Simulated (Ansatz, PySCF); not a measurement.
Process, species as SMILES: F[SiH2][SiH2] -> F[SiH][SiH3]
Structures are relaxed separately at B3LYP-D3(BJ)/def2-TZVP in Ansatz (a quantum-chemistry and plane-wave program), one conformer each, not searched for the lowest.

Property: isomerisation energy (0 K, with B3LYP-D3(BJ) harmonic zero-point energies from PySCF), in kcal/mol. Valence correlation only, unless marked. UHF or UKS for open shells. No spin-orbit coupling. No relativistic terms. CBS marks a two-point X^-3 extrapolation of the correlation energy; Hartree-Fock from the larger set.

```
level                                                program  isomerisation energy (kcal/mol)
--------------------------------------------  --------------  -------------------------------
PBE-D4/def2-TZVPD                             Ansatz + dftd4                       (withheld)
r2SCAN-D4/def2-TZVPD                          Ansatz + dftd4                              2.0
PBE0/def2-SVP                                         Ansatz                       (withheld)
HSE06-D3(BJ)/def2-TZVPD                       Ansatz + dftd3                              1.7
HSE06/def2-TZVPD                                      Ansatz                              1.7
B2PLYP-D3(BJ)/def2-TZVPD                      Ansatz + dftd3                       (withheld)
SCS-MP2/aug-cc-pV(T+d)Z                               Ansatz                              2.4
SCS-MP2/cc-pwCVTZ                                     Ansatz                              2.7
CCSD(T)/CBS(aug-cc-pV(T+d)Z,aug-cc-pV(Q+d)Z)          Ansatz                       (withheld)
```

### Question
What belongs in the gaps?

### Answer

- PBE-D4/def2-TZVPD, isomerisation energy (kcal/mol): 0.9
- PBE0/def2-SVP, isomerisation energy (kcal/mol): 2.1
- B2PLYP-D3(BJ)/def2-TZVPD, isomerisation energy (kcal/mol): 1.8
- CCSD(T)/CBS(aug-cc-pV(T+d)Z,aug-cc-pV(Q+d)Z), isomerisation energy (kcal/mol): 2.6
